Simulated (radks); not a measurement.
Ionisation of the argon ion Ar2+, [Ne] 3s2 3p4, to [Ne] 3s2 3p3 as the strength of local exchange is varied. Calculated with a radial shooting solver on a logarithmic mesh with Libxc functionals: scalar-relativistic Kohn-Sham, Slater X-alpha exchange (alpha = 2/3 is LDA exchange), no correlation, spin-polarised, spherical densities, finite nucleus; open shells are filled with parallel spins first; Fermi nuclear charge, rms radius 3.4274 fm.

| alpha | E(Ar2+) (hartree) | exchange (hartree) | IE (eV) | -e of the level emptied (eV) | <r> of it (bohr) |
|---|---|---|---|---|---|
| 0.588 | -521.69165 | -23.85561 | 37.580 | 31.159 (3p) | 1.507 |
| 0.667 | -524.90562 | -27.19410 | 38.757 | 32.356 (3p) | 1.489 |
| 0.831 | -531.62810 | -34.22530 | 41.268 | 34.920 (3p) | 1.451 |
| 0.858 | -532.74138 | -35.39590 | 41.691 | 35.352 (3p) | 1.446 |
| 0.926 | -535.55336 | -38.36036 | 42.765 | 36.453 (3p) | 1.431 |
| 0.942 | -536.21670 | -39.06127 | 43.020 | 36.715 (3p) | 1.428 |

NIST Atomic Spectra Database: 40.74 eV (semi-empirical). The Delta-SCF value meets it near alpha = 0.80. Open shells are spherical and high-spin; term and fine-structure splittings are not resolved.
